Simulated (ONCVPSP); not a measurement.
# u(r) = r·R(r): atom against pseudo-atom (beryllium)

Columns: radius, all-electron u(r) and pseudo u(r) of the 2s shell (level -5.60 eV) of beryllium in the configuration [He] 2s2; LDA (Perdew-Wang 92), scalar-relativistic, ONCV scheme, ONCVPSP 4.0.1.

```json
{"r (bohr)": "0.100", "all-electron": "-0.1974", "pseudo": "0.0295"}
{"r (bohr)": "0.200", "all-electron": "-0.2550", "pseudo": "0.0603"}
{"r (bohr)": "0.300", "all-electron": "-0.2346", "pseudo": "0.0931"}
{"r (bohr)": "0.400", "all-electron": "-0.1724", "pseudo": "0.1280"}
{"r (bohr)": "0.500", "all-electron": "-0.0896", "pseudo": "0.1645"}
{"r (bohr)": "0.600", "all-electron": "0.0012", "pseudo": "0.2018"}
{"r (bohr)": "0.700", "all-electron": "0.0921", "pseudo": "0.2395"}
{"r (bohr)": "0.800", "all-electron": "0.1787", "pseudo": "0.2775"}
{"r (bohr)": "0.900", "all-electron": "0.2584", "pseudo": "0.3162"}
{"r (bohr)": "1.000", "all-electron": "0.3302", "pseudo": "0.3562"}
{"r (bohr)": "1.100", "all-electron": "0.3934", "pseudo": "0.3977"}
{"r (bohr)": "1.200", "all-electron": "0.4481", "pseudo": "0.4402"}
{"r (bohr)": "1.300", "all-electron": "0.4946", "pseudo": "0.4822"}
{"r (bohr)": "1.400", "all-electron": "0.5332", "pseudo": "0.5217"}
{"r (bohr)": "1.500", "all-electron": "0.5645", "pseudo": "0.5564"}
{"r (bohr)": "1.600", "all-electron": "0.5890", "pseudo": "0.5846"}
{"r (bohr)": "1.700", "all-electron": "0.6074", "pseudo": "0.6057"}
{"r (bohr)": "1.800", "all-electron": "0.6203", "pseudo": "0.6198"}
{"r (bohr)": "1.900", "all-electron": "0.6282", "pseudo": "0.6281"}
{"r (bohr)": "2.000", "all-electron": "0.6317", "pseudo": "0.6317"}
{"r (bohr)": "2.100", "all-electron": "0.6314", "pseudo": "0.6314"}
{"r (bohr)": "2.200", "all-electron": "0.6278", "pseudo": "0.6278"}
{"r (bohr)": "2.300", "all-electron": "0.6213", "pseudo": "0.6213"}
{"r (bohr)": "2.400", "all-electron": "0.6123", "pseudo": "0.6123"}
{"r (bohr)": "2.500", "all-electron": "0.6014", "pseudo": "0.6014"}
{"r (bohr)": "2.600", "all-electron": "0.5887", "pseudo": "0.5887"}
```

(1) How many radial nodes do the two functions have?

(2) At about which radius was the pseudo-wave matched?

(3) Is the pseudo-wave norm-conserving?

Results:

(1) The all-electron 2s function has n − l − 1 = 1; the pseudo-wave has 0, since the states of the same l below it are removed with the core.

(2) 2.00 bohr. The columns agree to 0.0005 from 1.80 bohr on; several derivatives are matched, so the curves merge somewhat inside the radius.

(3) Yes: the ONCV scheme keeps the norm inside the radius equal to the all-electron one, which fixes the energy derivative of the logarithmic derivative at the level.
